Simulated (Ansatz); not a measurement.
Ansatz (a program for electronic structure) input (revPBE/def2-TZVPD):

Ansatz 0.2 input:
```yaml
crystal:
  periodic: [false, false, false]
  atoms:
    - {symbol: Mn, position_ang: [-0.00000000, -0.00000000, -0.06738732]}
    - {symbol: H, position_ang: [0.00000000, 0.00000000, 1.68468303]}
basis:
  gaussian:
    orbitals: def2-TZVPD
hamiltonian:
  xc: {name: revPBE}
magnetization: {spin_polarized: true, initial_magnetization: 6}
output: {forces: true}
```

Output:

```
Functional definition: revPBE
integrals: 0.01 GiB planned
505 factors; their error is unknown
mean field: 0.14 GiB planned
mean field evaluation 1: about -31329.1071 eV, gradient 3.3e1 eV
mean field evaluation 2: about -31305.9333 eV, gradient 9.8e1 eV
mean field evaluation 4: about -31332.1703 eV, gradient 4.2e0 eV
mean field evaluation 8: about -31332.2348 eV, gradient 6.1e-2 eV
mean field -31332.23478593 eV, -1151.4383906315 hartree, gradient 3.1e-5 eV, S^2 12.003755; 0 other end points of the search recorded, 0 dependent functions left out
the calculation of the forces begins
reference -31332.23484192 eV, -1151.4383926889 hartree; 16, 10 occupied and 41, 47 virtual orbitals, 505 factors
Total energy: -31332.23484192 eV, -1151.4383926889 hartree
Atom 0 at    -0.000000    -0.000000    -0.067387 Å, force    -0.000000     0.000000     0.245507 eV/Å
Atom 1 at     0.000000     0.000000     1.684683 Å, force     0.000000    -0.000000    -0.245507 eV/Å
Dipole moment:    -0.000000    -0.000000    -0.203142 e Å
```

The spin state was set by rule; other spins were not relaxed.
